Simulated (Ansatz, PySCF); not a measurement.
Reaction (SMILES): CCCl + 2 [H][H] (H2) -> 2 C (CH4) + Cl (HCl)
Structures are relaxed separately at B3LYP-D3(BJ)/def2-TZVP in Ansatz (an electronic-structure program).
Geometry of the first species:
```xyz
8

C      0.0132     0.8176    -0.0128
C      1.5157     0.6457    -0.0186
Cl    -0.8344    -0.7820     0.0168
H     -0.3333     1.3555     0.8664
H     -0.3433     1.3280    -0.9043
H      1.9943     1.6284    -0.0365
H      1.8521     0.1152     0.8721
H      1.8422     0.0878    -0.8961
```

Wanted: energy of full hydrogenation (0 K, with B3LYP-D3(BJ) harmonic zero-point energies from PySCF), in kJ/mol. Correlated levels leave the core frozen unless marked. No spin-orbit coupling. No relativistic terms. Basis-set limits of correlation are two-point, X^-3; Hartree-Fock from the larger set. The bracket is a focal-point correction in the basis named.

| level | program | energy of full hydrogenation (kJ/mol) |
|---|---|---|
| HF/STO-3G | Ansatz | -106.4 |
| RI-HF/aug-cc-pV(Q+d)Z | Ansatz | -154.9 |
| revPBE-D4/def2-TZVPD | Ansatz + dftd4 | -110.4 |
| TPSS/def2-TZVPD | PySCF | -117.2 |
| PBE0/def2-TZVP | Ansatz | -131.1 |
| BHLYP/def2-TZVPD | Ansatz | -143.7 |
| M06-2X/def2-TZVPD | PySCF | -117.0 |

Q: What does RI-MP2/CBS(aug-cc-pV(T+d)Z,aug-cc-pV(Q+d)Z)+[CCSD(T)-MP2]/aug-cc-pV(T+d)Z (Ansatz) give?

A: -126.8 kJ/mol, so M06-2X/def2-TZVPD differs from it by 9.8 kJ/mol.
